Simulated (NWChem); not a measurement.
# HfH$_{4}$S$_{2}$; SMILES [SH][HfH2][SH]

```xyz
7

Hf    -0.4037     0.0022     0.0088
H     -1.5185     0.0455     1.4720
H     -1.4410    -0.0369    -1.5134
S      0.9457    -2.0089     0.0419
H      0.4383    -2.2545    -1.1975
S      0.8984     2.0524    -0.0013
H      2.0795     1.3894    -0.0456
```
Atoms are numbered in this order, from 1.

Computed with NWChem. Coordinates come from a PBE0/def2-SVP optimisation. def2 effective core potentials on Hf; no spin-orbit coupling. Vertical excitations in the gas phase.

Task: Predict the results for LDA (Slater exchange, VWN5)/def2-SVP, TDA. Quantities: lowest excitation, singlet (eV); oscillator strength of that lowest state; orbital gap (eV).

Result: 
* **lowest excitation, singlet (eV)**: 3.72
* **oscillator strength of that lowest state**: 0.003
* **orbital gap (eV)**: 3.61
